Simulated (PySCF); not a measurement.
**Highest orbital energy against ionisation energy along the 5p block**

Calculated with PySCF 2.14, no spin-orbit coupling. Each cell gives −ε(HOMO) / ΔSCF in eV; NIST values include spin-orbit coupling, (s) semi-empirical, (t) theoretical.

```json
{"species": "In²⁺ (aug-cc-pwCVTZ-PP with ECP28MDF, ECP)", "UHF": "26.765 / 26.619", "LDA": "24.642 / 29.093", "PBE": "24.239 / 28.677", "PBE0": "25.045 / 28.287", "r2SCAN": "24.499 / 28.381", "NIST (lowest levels)": "28.044"}
{"species": "Sn²⁺ (aug-cc-pwCVTZ-PP with ECP28MDF, ECP)", "UHF": "28.788 / 28.533", "LDA": "26.622 / 31.283", "PBE": "26.176 / 30.799", "PBE0": "27.063 / 30.425", "r2SCAN": "26.386 / 30.467", "NIST (lowest levels)": "30.506"}
{"species": "Sb²⁺ (aug-cc-pwCVTZ-PP with ECP28MDF, ECP)", "UHF": "24.458 / 24.154", "LDA": "20.594 / 24.932", "PBE": "20.510 / 24.714", "PBE0": "21.671 / 24.749", "r2SCAN": "20.902 / 24.892", "NIST (lowest levels)": "25.323"}
{"species": "Te²⁺ (aug-cc-pwCVTZ-PP with ECP28MDF, ECP)", "UHF": "27.360 / 26.969", "LDA": "23.069 / 27.709", "PBE": "22.992 / 27.492", "PBE0": "24.276 / 27.560", "r2SCAN": "23.440 / 27.709", "NIST (lowest levels)": "27.84 ± 0.04"}
{"species": "I²⁺ (aug-cc-pwCVTZ-PP with ECP28MDF, ECP)", "UHF": "30.313 / 29.841", "LDA": "25.536 / 30.469", "PBE": "25.473 / 30.267", "PBE0": "26.895 / 30.384", "r2SCAN": "26.004 / 30.563", "NIST (lowest levels)": "29.57 ± 0.025"}
{"species": "Xe²⁺ (aug-cc-pwCVTZ-PP with ECP28MDF, ECP)", "UHF": "30.074 / 29.381", "LDA": "25.908 / 30.830", "PBE": "25.744 / 30.500", "PBE0": "27.098 / 30.521", "r2SCAN": "26.087 / 30.538", "NIST (lowest levels)": "31.05 ± 0.04 (s)"}
```

Problem. How far is −ε(HOMO) from ΔSCF on average for each method, and why?

Solution. UHF 0.38 eV; LDA -4.66 eV; PBE -4.55 eV; PBE0 -3.31 eV; r2SCAN -4.21 eV. Hartree-Fock orbital energies lack relaxation and so exceed the ΔSCF value; semilocal functionals have convex E(N) from self-interaction, so their HOMO lies far too high; exact exchange moves hybrids part of the way back.
